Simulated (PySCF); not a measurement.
**Deuteron quadrupole couplings in `C=C(C)C1(N[SiH2]S)CC1`**

Compound: C₆H₁₃NSSi.
Cartesian coordinates in Å at the GFN2-xTB level; atoms count from 1:
```
atom  x, y, z in Å
C1    -2.014    0.335   -1.458
C2    -1.500    0.388   -0.240
C3    -2.094    1.216    0.860
C4    -0.242   -0.351    0.111
N5     0.900    0.509    0.117
Si6    2.477    0.124   -0.386
S7     3.530    1.959    0.016
C8    -0.307   -1.465    1.126
C9    -0.069   -1.770   -0.325
H10   -2.903    0.882   -1.721
H11   -1.562   -0.252   -2.239
H12   -3.022    1.679    0.536
H13   -1.403    2.003    1.162
H14   -2.292    0.598    1.734
H15    0.753    1.346    0.663
H16    3.177   -0.921    0.370
H17    2.546   -0.143   -1.821
H18    4.713    1.508   -0.359
H19    0.525   -1.568    1.806
H20   -1.264   -1.727    1.551
H21   -0.872   -2.229   -0.881
H22    0.913   -2.101   -0.622
```

Level: PBE0/pcSseg-1 (PySCF, non-relativistic); Q(2H) = 0.00286 b; rigid geometry, the same for H and D, with no vibrational averaging.

Question: Rank these positions by the coupling χzz of a deuteron there, largest first.
A. H21 (methylene hydrogen)
B. H14 (methyl hydrogen)
C. H16 (Si–H hydrogen)
D. H10 (vinylic hydrogen)
E. H18 (S–H hydrogen)
F. H15 (N–H hydrogen)

Answer: F (279 kHz), D (227 kHz), A (222 kHz), B (209 kHz), E (179 kHz), C (105 kHz).

What are Vzz, η and χzz (234.96 MHz × Q × Vzz) at all hydrogens?

| atom | bonded to | bond length (Å) | Vzz (au) | η | χzz (kHz) |
| --- | --- | --- | --- | --- | --- |
| H10 | C1 | 1.077 | 0.3377 | 0.06 | 227 |
| H11 | C1 | 1.076 | 0.3386 | 0.05 | 228 |
| H12 | C3 | 1.086 | 0.3163 | 0.03 | 213 |
| H13 | C3 | 1.090 | 0.3125 | 0.04 | 210 |
| H14 | C3 | 1.089 | 0.3117 | 0.02 | 209 |
| H15 | N5 | 1.010 | 0.4145 | 0.21 | 279 |
| H16 | Si6 | 1.467 | 0.1558 | 0.04 | 105 |
| H17 | Si6 | 1.461 | 0.1609 | 0.03 | 108 |
| H18 | S7 | 1.321 | 0.2660 | 0.13 | 179 |
| H19 | C8 | 1.079 | 0.3314 | 0.08 | 223 |
| H20 | C8 | 1.079 | 0.3328 | 0.07 | 224 |
| H21 | C9 | 1.079 | 0.3305 | 0.06 | 222 |
| H22 | C9 | 1.078 | 0.3353 | 0.08 | 225 |

Average by the element that carries the hydrogen.

on C: 220 kHz over 9 positions, mean bond length 1.082 Å; on N: 279 kHz over 1 position, mean bond length 1.010 Å; on Si: 106 kHz over 2 positions, mean bond length 1.464 Å; on S: 179 kHz over 1 position, mean bond length 1.321 Å.

How does χzz go with the bond length over the 9 C–H bonds?

A straight-line fit has a slope of -13.6 kHz for each 0.01 Å, with a correlation coefficient of -0.99, over lengths from 1.076 to 1.090 Å. The longer bonds have the smaller couplings here.

A static deuteron (I = 1) shows a doublet split by (3/2)χ, (3/4)χ(1 + η) and (3/4)χ(1 − η) with the field along z, y and x of the gradient. What are these for H11?

With |χ| = 227.5 kHz and η = 0.052: 341, 180 and 162 kHz, to first order and without motion.

One conformer (not necessarily the lowest) at the GFN2-xTB geometry, without solvent, vibrations or thermal averaging. GFN2-xTB bond lengths can be off by several hundredths of an ångström, more for odd bonds, and the gradients follow them. The small basis limits the accuracy of the gradients.
